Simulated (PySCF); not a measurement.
## Ionising AlSb

PBE; PySCF, scalar-relativistic core potentials, basis sets Al def2-SVPD, Sb def2-SVPD with ECP28. Neutral (UKS): triplet (π ↑↑), Re = 2.777 Å, ωe = 250 cm⁻¹, De = 2.01 eV, HOMO -4.37 eV, LUMO -4.08 eV.

AlSb⁺ (UKS): quartet (σ ↑, π ↑↑), Re = 2.801 Å, ωe = 195 cm⁻¹, De = 1.07 eV to Al⁺ + Sb. The energies at the minima are -482.41858 hartree for AlSb and -482.16119 for AlSb⁺.

Question: Work out the adiabatic ionisation energy, without and with harmonic zero-point energies (1 hartree = 27.2114 eV, 1 eV = 8065.5 cm⁻¹), and the change of the bond length.

Answer: At PBE: 0.25739 hartree = 7.004 eV between the minima; the zero-point term (195.0 − 250.0)/2 cm⁻¹ = -0.003 eV makes it 7.001 eV. Re changes by +2.4 pm against the neutral. The electron leaves a σ orbital, and the small change of length marks it as nearly non-bonding.

Spin–orbit coupling is left out, which matters for elements this heavy, above all for dissociation energies. For an ion De counts to the pair picked by the measured ionisation energies or electron affinities, which need not be the lowest pair at this level. States were picked by a PBE0 search and need not be the measured ground states.
